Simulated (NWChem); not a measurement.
Species: MgICl; SMILES [Cl][Mg][I]

All runs: NWChem. def2 effective core potentials on I; no spin-orbit coupling. The level has its own optimisation; frequencies are unscaled.

Problem. Predict the results for PBE0/def2-SVP (core potentials). Quantities: r Cl–Mg (Å); r I–Mg (Å); highest harmonic frequency (cm⁻¹); lowest (cm⁻¹); zero-point energy (kcal/mol).

Solution. 
```yaml
r Cl–Mg (Å): 2.196
r I–Mg (Å): 2.546
highest harmonic frequency (cm⁻¹): 563
lowest (cm⁻¹): 104
zero-point energy (kcal/mol): 1.3
```
